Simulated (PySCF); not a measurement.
Al(Br)(OMe)(NH2) (CH₅AlBrNO), SMILES C[O][Al]([NH2])[Br].

The structure is a stationary point at PBE0-D3(BJ)/def2-SVP. The structure was generated by enumeration; whether it is a known compound was not checked. One conformer was computed; it need not be the lowest.

All values below come from TDDFT-PBE0/def2-SVPD (PySCF).

Vertical excitations. Gas-phase values at a fixed geometry. State labels are in the subgroup Cs.

Computed UV-visible absorptions:
| state | symmetry | energy (eV) | λ (nm) | f | main pairs |
|---|---|---|---|---|---|
| S1 | A" | 5.67 | 219 | 0.019 | HOMO→LUMO 98 % |
| S2 | A" | 6.33 | 196 | 0.000 | HOMO−1→LUMO 96 % |
| S3 | A' | 6.44 | 193 | 0.037 | HOMO−2→LUMO 96 % |
| S4 | A' | 6.72 | 184 | 0.016 | HOMO−3→LUMO 94 % |
| S5 | A" | 7.00 | 177 | 0.127 | HOMO−4→LUMO 93 % |
| S6 | A' | 7.06 | 175 | 0.153 | HOMO→LUMO+1 93 % |
| S7 | A" | 7.22 | 172 | 0.000 | HOMO−2→LUMO+1 99 % |
| S8 | A" | 7.30 | 170 | 0.002 | HOMO→LUMO+2 56 %, HOMO→LUMO+3 28 % |
| S9 | A' | 7.48 | 166 | 0.072 | HOMO−1→LUMO+1 91 % |
| S10 | A" | 7.54 | 164 | 0.000 | HOMO−3→LUMO+1 99 % |
| T1 | A" | 5.34 | 232 | 0 | HOMO→LUMO 93 % |
| T2 | A' | 6.07 | 204 | 0 | HOMO→LUMO+1 94 % |
| T3 | A" | 6.09 | 203 | 0 | HOMO−1→LUMO 91 % |
| T4 | A' | 6.19 | 200 | 0 | HOMO−2→LUMO 93 % |
Triplets are in the Tamm–Dancoff approximation, which puts them higher than full response would, so one can lie above its singlet here.
